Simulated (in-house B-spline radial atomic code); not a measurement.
Ionising neutral niobium with different functionals

Computed with a B-spline radial code for spherical atoms: scalar-relativistic (spin-free X2C) Hamiltonian, Fermi nucleus of rms radius 4.324 fm, spin-polarised at highest spin, spherical fractional occupations for the functionals, the average over the highest-spin determinants for Hartree-Fock. The ionisation energy is the difference of two self-consistent energies, [Kr] 4d4 5s1 → [Kr] 4d4, without Breit or QED terms; ε is the level of the shell that loses the electron (its least bound occupied spin orbital). There is no spin-orbit coupling in this Hamiltonian.

Hybrids are left out here: with spherical fractional occupations of an open shell their exact exchange keeps a self-interaction that integer-occupation calculations don't have.

| method | rung | ΔSCF (eV) | -ε(5s) (eV) |
| --- | --- | --- | --- |
| Hartree-Fock | Hartree-Fock | 6.00 | 6.24 |
| LDA VWN5 | LDA | 7.40 | 4.66 |
| LDA PW92 | LDA | 7.40 | 4.66 |
| LDA exchange-only | LDA | 6.95 | 4.24 |
| PBE | GGA | 7.16 | 4.47 |
| PBEsol | GGA | 7.20 | 4.52 |
| BLYP | GGA | 7.00 | 4.26 |
| RPBE | GGA | 7.07 | 4.42 |
| PW91 | GGA | 7.23 | 4.53 |
| BP86 | GGA | 7.32 | 4.62 |
| AM05 | GGA | 7.20 | 4.52 |
| OLYP | GGA | 6.75 | 4.13 |
| TPSS | meta-GGA | 6.99 | 4.41 |
| SCAN | meta-GGA | 7.41 | 4.88 |
| r2SCAN | meta-GGA | 7.18 | 4.74 |
| revTPSS | meta-GGA | 6.98 | 4.42 |

Problem. How do they compare with the NIST value?

Solution. NIST lists 6.759 eV (measured, ground level to ground level). Errors run from -0.76 to +0.65 eV; OLYP is closest (-0.01 eV), but part of that can be cancellation, since the calculations leave out spin-orbit coupling, Breit-QED terms, multiplet and fine-structure energies. Hartree-Fock also lacks correlation.
